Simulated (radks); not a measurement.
Tl2+, configuration [Xe] 4f14 5d10 6s1 (the NIST ground configuration).

All-electron calculation, scalar-relativistic Kohn-Sham, TASK exchange with Perdew-Wang LDA correlation, spin-polarised, spherical densities, finite nucleus; open shells are filled with parallel spins first (spin-orbit coupling, left out, can overturn this in heavy ions); meta-GGA in the generalised Kohn-Sham scheme; Fermi nuclear charge, rms radius 5.4759 fm. Program: a radial shooting solver on a logarithmic mesh with Libxc functionals.

Energy parts (hartree):
| part | energy |
|---|---|
| total | -20239.9750 |
| kinetic | 22781.9339 |
| electron-nucleus | -50418.9398 |
| Hartree | 7772.6194 |
| exchange-correlation | -375.5884 |

Orbitals (lengths in bohr, moments of r in powers of bohr):
[
 {"orbital": "1s up", "occ.": "1", "eigenvalue (hartree)": "-3149.860", "<r>": "0.01633"},
 {"orbital": "1s down", "occ.": "1", "eigenvalue (hartree)": "-3149.858", "<r>": "0.01633"},
 {"orbital": "2s up", "occ.": "1", "eigenvalue (hartree)": "-562.7748", "<r>": "0.06880"},
 {"orbital": "2s down", "occ.": "1", "eigenvalue (hartree)": "-562.7750", "<r>": "0.06880"},
 {"orbital": "2p up", "occ.": "3", "eigenvalue (hartree)": "-484.2609", "<r>": "0.06238"},
 {"orbital": "2p down", "occ.": "3", "eigenvalue (hartree)": "-484.2610", "<r>": "0.06238"},
 {"orbital": "3s up", "occ.": "1", "eigenvalue (hartree)": "-135.3224", "<r>": "0.1777"},
 {"orbital": "3s down", "occ.": "1", "eigenvalue (hartree)": "-135.3220", "<r>": "0.1777"},
 {"orbital": "3p up", "occ.": "3", "eigenvalue (hartree)": "-112.6510", "<r>": "0.1794"},
 {"orbital": "3p down", "occ.": "3", "eigenvalue (hartree)": "-112.6505", "<r>": "0.1794"},
 {"orbital": "3d up", "occ.": "5", "eigenvalue (hartree)": "-89.04018", "<r>": "0.1626"},
 {"orbital": "3d down", "occ.": "5", "eigenvalue (hartree)": "-89.03998", "<r>": "0.1626"},
 {"orbital": "4s up", "occ.": "1", "eigenvalue (hartree)": "-30.98414", "<r>": "0.3922"},
 {"orbital": "4s down", "occ.": "1", "eigenvalue (hartree)": "-30.98292", "<r>": "0.3922"},
 {"orbital": "4p up", "occ.": "3", "eigenvalue (hartree)": "-23.51382", "<r>": "0.4180"},
 {"orbital": "4p down", "occ.": "3", "eigenvalue (hartree)": "-23.51231", "<r>": "0.4180"},
 {"orbital": "4d up", "occ.": "5", "eigenvalue (hartree)": "-14.70168", "<r>": "0.4401"},
 {"orbital": "4d down", "occ.": "5", "eigenvalue (hartree)": "-14.70002", "<r>": "0.4401"},
 {"orbital": "4f up", "occ.": "7", "eigenvalue (hartree)": "-4.92379", "<r>": "0.4676"},
 {"orbital": "4f down", "occ.": "7", "eigenvalue (hartree)": "-4.92240", "<r>": "0.4676"},
 {"orbital": "5s up", "occ.": "1", "eigenvalue (hartree)": "-5.64106", "<r>": "0.8814"},
 {"orbital": "5s down", "occ.": "1", "eigenvalue (hartree)": "-5.64015", "<r>": "0.8814"},
 {"orbital": "5p up", "occ.": "3", "eigenvalue (hartree)": "-3.57753", "<r>": "1.013"},
 {"orbital": "5p down", "occ.": "3", "eigenvalue (hartree)": "-3.57656", "<r>": "1.010"},
 {"orbital": "5d up", "occ.": "5", "eigenvalue (hartree)": "-1.25637", "<r>": "1.362"},
 {"orbital": "5d down", "occ.": "5", "eigenvalue (hartree)": "-1.23601", "<r>": "1.332"},
 {"orbital": "6s up", "occ.": "1", "eigenvalue (hartree)": "-0.97703", "<r>": "2.206"}
]

The highest occupied level is 6s up at -26.586 eV. Spin moment in Bohr magnetons: 1. The electron density at the nucleus is 2.732e+06 e/bohr^3 (large components only). For comparison, the ionisation energy in NIST's Atomic Spectra Database is 29.852 eV (measured). In exact Kohn-Sham theory the highest level is minus the ionisation energy, but local and semilocal functionals leave it too shallow, through self-interaction and a potential that decays too fast; potentials with the right tail come closer. Summed over all electrons, <r^2> = 43.36 bohr^2, which gives a Langevin (diamagnetic) susceptibility term of -34.3 x 10^-6 cm^3/mol. The density falls to 0.001 e/bohr^3 at r = 3.55 bohr.

Empty levels of this run are not shown, since the potential may be unsettled where no density lies.
